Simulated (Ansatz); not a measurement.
(FSi)4CH26 adamantane (C₆H₁₂F₄Si₄). Charge 0, multiplicity 1. Geometry PBE0-D4/def2-SVP.

```xyz
26

Si    0.827   -1.464   -0.836
F     1.546   -2.737   -1.562
C     1.587   -1.186    0.851
Si    0.769    0.272    1.692
F     1.438    0.508    3.162
C     1.003    1.799    0.637
Si    0.239    1.538   -1.051
F     0.447    2.875   -1.965
C     1.060    0.073   -1.876
C    -1.587    1.185   -0.851
Si   -1.836   -0.345    0.195
F    -3.431   -0.646    0.365
C    -1.003   -1.799   -0.637
C    -1.060   -0.073    1.876
H     2.670   -0.999    0.747
H     1.466   -2.091    1.470
H     0.534    2.669    1.129
H     2.079    2.020    0.531
H     0.626   -0.084   -2.878
H     2.137    0.274   -2.010
H    -2.085    2.048   -0.376
H    -2.051    1.041   -1.842
H    -1.153   -2.712   -0.035
H    -1.460   -1.977   -1.626
H    -1.552    0.776    2.382
H    -1.211   -0.966    2.507
```

B3LYP takes the VWN-RPA correlation.

Q: Estimate the orbital energies around the gap (eV) in Ansatz with HF/STO-3G, HF/6-31G, PBE-D4/def2-TZVP, B3LYP-D4/6-31G, PBE0-D4/def2-SVP.

A: 
```json
{"orbital": "HOMO−9", "HF/STO-3G": "-12.02", "HF/6-31G": "-15.74", "PBE-D4/def2-TZVP": "-9.77", "B3LYP-D4/6-31G": "-11.30", "PBE0-D4/def2-SVP": "-11.43"}
{"orbital": "HOMO−8", "HF/STO-3G": "-12.02", "HF/6-31G": "-15.74", "PBE-D4/def2-TZVP": "-9.77", "B3LYP-D4/6-31G": "-11.30", "PBE0-D4/def2-SVP": "-11.43"}
{"orbital": "HOMO−7", "HF/STO-3G": "-10.52", "HF/6-31G": "-13.27", "PBE-D4/def2-TZVP": "-8.17", "B3LYP-D4/6-31G": "-9.62", "PBE0-D4/def2-SVP": "-9.55"}
{"orbital": "HOMO−6", "HF/STO-3G": "-10.52", "HF/6-31G": "-13.27", "PBE-D4/def2-TZVP": "-8.17", "B3LYP-D4/6-31G": "-9.62", "PBE0-D4/def2-SVP": "-9.55"}
{"orbital": "HOMO−5", "HF/STO-3G": "-9.46", "HF/6-31G": "-12.96", "PBE-D4/def2-TZVP": "-8.05", "B3LYP-D4/6-31G": "-9.33", "PBE0-D4/def2-SVP": "-9.40"}
{"orbital": "HOMO−4", "HF/STO-3G": "-9.46", "HF/6-31G": "-12.96", "PBE-D4/def2-TZVP": "-8.05", "B3LYP-D4/6-31G": "-9.33", "PBE0-D4/def2-SVP": "-9.40"}
{"orbital": "HOMO−3", "HF/STO-3G": "-9.46", "HF/6-31G": "-12.96", "PBE-D4/def2-TZVP": "-8.05", "B3LYP-D4/6-31G": "-9.33", "PBE0-D4/def2-SVP": "-9.40"}
{"orbital": "HOMO−2", "HF/STO-3G": "-9.20", "HF/6-31G": "-12.25", "PBE-D4/def2-TZVP": "-7.26", "B3LYP-D4/6-31G": "-8.64", "PBE0-D4/def2-SVP": "-8.62"}
{"orbital": "HOMO−1", "HF/STO-3G": "-9.20", "HF/6-31G": "-12.25", "PBE-D4/def2-TZVP": "-7.26", "B3LYP-D4/6-31G": "-8.64", "PBE0-D4/def2-SVP": "-8.62"}
{"orbital": "HOMO", "HF/STO-3G": "-9.20", "HF/6-31G": "-12.25", "PBE-D4/def2-TZVP": "-7.26", "B3LYP-D4/6-31G": "-8.64", "PBE0-D4/def2-SVP": "-8.62"}
{"orbital": "LUMO", "HF/STO-3G": "11.38", "HF/6-31G": "3.16", "PBE-D4/def2-TZVP": "-1.59", "B3LYP-D4/6-31G": "-0.52", "PBE0-D4/def2-SVP": "-0.52"}
{"orbital": "LUMO+1", "HF/STO-3G": "12.66", "HF/6-31G": "4.23", "PBE-D4/def2-TZVP": "-0.46", "B3LYP-D4/6-31G": "0.80", "PBE0-D4/def2-SVP": "0.92"}
{"orbital": "LUMO+2", "HF/STO-3G": "12.66", "HF/6-31G": "5.13", "PBE-D4/def2-TZVP": "0.50", "B3LYP-D4/6-31G": "1.48", "PBE0-D4/def2-SVP": "1.93"}
{"orbital": "LUMO+3", "HF/STO-3G": "12.66", "HF/6-31G": "5.13", "PBE-D4/def2-TZVP": "0.50", "B3LYP-D4/6-31G": "1.48", "PBE0-D4/def2-SVP": "1.93"}
{"orbital": "LUMO+4", "HF/STO-3G": "13.67", "HF/6-31G": "5.13", "PBE-D4/def2-TZVP": "0.50", "B3LYP-D4/6-31G": "1.48", "PBE0-D4/def2-SVP": "1.93"}
{"orbital": "LUMO+5", "HF/STO-3G": "14.06", "HF/6-31G": "5.34", "PBE-D4/def2-TZVP": "0.72", "B3LYP-D4/6-31G": "1.93", "PBE0-D4/def2-SVP": "2.15"}
```
